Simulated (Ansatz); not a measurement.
Molecule: iodo(trimethoxy)silane, C3H9IO3Si, net charge 0, singlet state. 
Structure (B3LYP-D3(BJ)/def2-TZVP (Ansatz, a program for electronic structure) minimum search):
SMILES: O([Si](I)(OC)OC)C
```xyz
17

C      2.7024    -0.7072     0.9720
O      1.5832     0.0463     1.4249
Si     0.0477    -0.1305     0.9494
I     -0.0756     0.2069    -1.5044
O     -0.4735    -1.6209     1.2989
C     -1.7538    -2.1635     0.9956
O     -0.8887     0.9696     1.6760
C     -0.7708     2.3841     1.5715
H      3.5846    -0.3257     1.4832
H      2.5769    -1.7654     1.2093
H      2.8340    -0.5928    -0.1064
H     -1.9288    -2.1603    -0.0827
H     -1.7707    -3.1899     1.3584
H     -2.5421    -1.5928     1.4902
H      0.1984     2.7195     1.9455
H     -0.8879     2.7057     0.5341
H     -1.5620     2.8258     2.1751
```

Property: vertical triplet-singlet gap (E(triplet) - E(singlet); each state is the SCF solution reached for its spin; the molecule has degenerate orbitals, so one determinant may break the symmetry), in kcal/mol. Cores are frozen in the correlated levels unless marked. UHF or UKS for open shells. No spin-orbit coupling. The frozen core is the preceding noble-gas configuration, with the filled d and f shells of earlier blocks. Past Kr the def2 sets carry scalar-relativistic core potentials. CBS(X,Y): correlation extrapolated as X^-3; Hartree-Fock from the larger set.

| level | program | vertical triplet-singlet gap (kcal/mol) |
|---|---|---|
| HF/def2-SVPD | Ansatz | 137.5 |
| HF/def2-TZVPPD | Ansatz | 136.5 |
| HF/def2-QZVPPD | Ansatz | 136.1 |
| SVWN5/def2-TZVPD | Ansatz | 129.1 |
| PBE/def2-TZVPD | Ansatz | 127.5 |
| r2SCAN/def2-TZVPD | Ansatz | 134.0 |
| B3LYP/def2-TZVPD | Ansatz | 134.9 |
| PBE0/def2-TZVPD | Ansatz | 135.3 |
| BHLYP/def2-TZVPD | Ansatz | 139.4 |
| CAM-B3LYP/def2-TZVPD | Ansatz | 138.2 |
| wB97M-V/def2-TZVPD | Ansatz | 139.9 |
| wB97X-V/def2-TZVPD | Ansatz | 142.6 |
| B2PLYP/def2-TZVPD | Ansatz | 138.9 |
| MP2/def2-SVPD | Ansatz | 144.8 |
| RI-MP2/def2-TZVPPD | Ansatz | 144.2 |
| RI-MP2/def2-QZVPPD | Ansatz | 145.1 |
| RI-MP2/CBS(def2-TZVPPD,def2-QZVPPD) | Ansatz | 146.1 |
| SCS-MP2/def2-SVPD | Ansatz | 145.2 |
| CCSD/def2-SVPD | Ansatz | 141.0 |
| CCSD(T)/def2-SVPD | Ansatz | 140.8 |
